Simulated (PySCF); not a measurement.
Computed IR spectrum (relative IR intensity) of a molecule C2H6Se2. The structure is a stationary point at r2SCAN-D4/def2-SVP. The values are those of a single conformer. Calculation: r2SCAN-D4/def2-SVP in PySCF. Frequencies are harmonic and unscaled.

ν (cm⁻¹): 81 (vw), 579 (m), 893 (vw), 898 (s), 900 (m), 908 (m), 1271 (m), 1278 (w), 1423 (m), 1427 (m), 1443 (s), 3046 (vs), 3168 (w), 3188 (w) (against the strongest line: vs over 80 %, s over 45 %, m over 15 %, w over 4 %, vw less)

Problem. Pick the molecule that these values belong to.
(A) CC([SeH])[SeH]
(B) [SeH]CC[SeH]
(C) CC[Se][SeH]
(D) C[Se][Se]C

Solution. D, C[Se][Se]C
